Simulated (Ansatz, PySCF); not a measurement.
Reaction (SMILES): F[Se]F [fluoro selenohypofluorite] + H+ → F[SeH+]F
Structures are relaxed separately at B3LYP-D3(BJ)/def2-TZVP in Ansatz (a program for electronic structure).

Property: proton affinity (electronic energy difference), positive where the reaction releases energy, in kJ/mol. Valence correlation only, unless marked. Spin-orbit coupling is left out. The frozen core is the preceding noble-gas configuration, with the filled d and f shells of earlier blocks. No relativistic terms. Basis-set limits of correlation are two-point, X^-3; Hartree-Fock from the larger set. The bracket is a focal-point correction in the basis named.

```tsv
level	program	proton affinity (kJ/mol)
PBE-D3(BJ)/def2-TZVPD	Ansatz + dftd3	682.7
BLYP/def2-TZVPD	Ansatz	673.1
revPBE/def2-TZVPD	Ansatz	690.3
M06-L-D4/def2-TZVPD	PySCF + dftd4	712.1
r2SCAN-D3(BJ)/def2-TZVPD	Ansatz + dftd3	687.9
PBE0/def2-TZVPD	Ansatz	680.9
PBE0/def2-QZVPP	Ansatz	684.7
LC-wPBE-D3(BJ)/def2-TZVPD	Ansatz + dftd3	678.6
wB97M-V/def2-TZVPD	Ansatz	661.3
MP2/cc-pVDZ	Ansatz	679.9
MP2/cc-pVTZ	Ansatz	690.3
SCS-MP2/cc-pVDZ	Ansatz	684.3
CCSD(T)/cc-pVDZ	Ansatz	688.9
RI-MP2/CBS(cc-pVTZ,cc-pVQZ)+[CCSD(T)-MP2]/cc-pVDZ	Ansatz	684.8
CCSD(T)/CBS(cc-pVTZ,cc-pVQZ)	Ansatz	679.1
```
